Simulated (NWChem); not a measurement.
Species: C2H5BN2O; SMILES CB(N)N=C=O

```xyz
11

C     -1.4260     1.5022     0.0007
B      0.0593     0.9542     0.0013
N      1.1805     1.8048     0.0008
N      0.3092    -0.4756    -0.0008
C      0.0837    -1.6628    -0.0009
O     -0.0695    -2.8380    -0.0012
H     -1.9660     1.1492    -0.9036
H     -1.9891     1.0995     0.8691
H     -1.4948     2.6080     0.0298
H      2.1390     1.4554    -0.0017
H      1.1019     2.8203     0.0026
```
Atoms are numbered in this order, from 1.

Program: NWChem. Pople sets run with spherical d functions. Geometry: optimised at PBE-D3(BJ)/def2-SVP. Atomic charges in e: unrestrained fits to the electrostatic potential beside Mulliken populations; buried atoms are poorly determined by the fit.

For level B3LYP/def2-SVP:

```
Item         Value
-----------  -----
ESP C1       -0.27
Mulliken C1  -0.04
ESP B2        0.55
Mulliken B2  -0.15
ESP N3       -0.82
Mulliken N3  -0.05
ESP N4       -0.50
Mulliken N4  -0.02
ESP C5        0.61
Mulliken C5   0.08
```

Task: How do the values read with level Hartree-Fock/6-31G* instead?

Result: The ESP C1 is -0.42 and the Mulliken C1 is -0.72. The ESP B2 is 0.85 and the Mulliken B2 is 0.77. The ESP N3 is -1.09. The Mulliken N3 comes out as -0.94 and the ESP N4 comes out as -0.66. The Mulliken N4 is -0.62 and the ESP C5 is 0.77. The Mulliken C5 is 0.78.
